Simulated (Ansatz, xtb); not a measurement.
# CH6GeOSn: where a starting geometry ends

The starting geometry of this gas-phase singlet was built from a drawn formula by distance geometry and a force field; its bonds are those of `[CH2]1[O][SnH2][GeH2]1`.

```xyz
10

C    -1.8698   -0.4277   -0.1690
Ge   -0.3615   -1.6217    0.0594
O    -2.2165   -0.3108   -1.5912
Sn   -0.7641   -1.4635   -2.4069
H    -2.7445   -0.8684    0.3651
H    -1.6474    0.5960    0.2468
H     0.3925   -0.5282   -3.2813
H    -1.4974   -2.8983   -3.0508
H     0.9364   -0.8779    0.4895
H    -0.7487   -2.9974    0.6448
```

Question: Predict what it relaxes into with r2SCAN-D4/def2-SVP.

Answer: It keeps its bonds, and is `[CH2]1[O][SnH2][GeH2]1`.

The energy falls by 0.43 eV over 6 steps:

```csv
step,E − E(last) (eV)
1,0.430
2,0.083
3,0.012
4,0.002
5,0.000
6,0.000
```

Final geometry (Å):

```xyz
10

C    -1.9167   -0.4001   -0.1640
Ge   -0.3395   -1.6207    0.1357
O    -2.1240   -0.3554   -1.5590
Sn   -0.7067   -1.5366   -2.4430
H    -2.8054   -0.7938    0.3691
H    -1.7006    0.6051    0.2504
H     0.2300   -0.5783   -3.5253
H    -1.4912   -2.7755   -3.3468
H     0.9409   -0.9920    0.7206
H    -0.6077   -2.9502    0.8686
```

From the same start GFN2-xTB ends elsewhere, differing in C1–Ge2 (5.24 against 2.02 Å here), O3–Sn4 (2.59 against 2.05 Å here).

No frequencies were run, so the end isn't proven a minimum. Atoms past krypton carry core potentials, without spin–orbit terms. Run with Ansatz 0.2.0, 23 s on 2 threads of Arm Neoverse V1 (shared host).
